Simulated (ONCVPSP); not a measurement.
An all-electron radial function and its pseudo partner (B)

Columns: radius, all-electron u(r) and pseudo u(r) of the 2s shell (level -14.13 eV) of boron in the configuration [He] 2s2 2p0.5; PBE, scalar-relativistic, ONCV scheme, ONCVPSP 4.0.1.

```tsv
r (bohr)	all-electron	pseudo
0.160	-0.3199	0.0532
0.320	-0.2018	0.1248
0.480	0.0304	0.2236
0.640	0.2602	0.3459
0.800	0.4486	0.4757
0.960	0.5892	0.5937
1.120	0.6835	0.6837
1.280	0.7371	0.7371
1.440	0.7577	0.7577
1.600	0.7530	0.7530
1.760	0.7298	0.7298
1.920	0.6939	0.6939
2.080	0.6500	0.6500
2.240	0.6016	0.6016
2.400	0.5514	0.5514
2.560	0.5015	0.5015
2.720	0.4531	0.4531
2.880	0.4072	0.4072
3.040	0.3643	0.3643
3.200	0.3246	0.3246
3.360	0.2884	0.2884
3.520	0.2554	0.2554
3.680	0.2257	0.2257
3.840	0.1989	0.1989
4.000	0.1750	0.1750
4.160	0.1536	0.1536
```

(1) How many radial nodes do the two functions have?

(2) At about which radius was the pseudo-wave matched?

(3) Is the pseudo-wave norm-conserving?

## Answers

(1) The all-electron 2s function has n − l − 1 = 1; the pseudo-wave has 0, since the states of the same l below it are removed with the core.

(2) 1.30 bohr. The columns agree to 0.0005 from 1.12 bohr on; several derivatives are matched, so the curves merge somewhat inside the radius.

(3) Yes: the ONCV scheme keeps the norm inside the radius equal to the all-electron one, which fixes the energy derivative of the logarithmic derivative at the level.
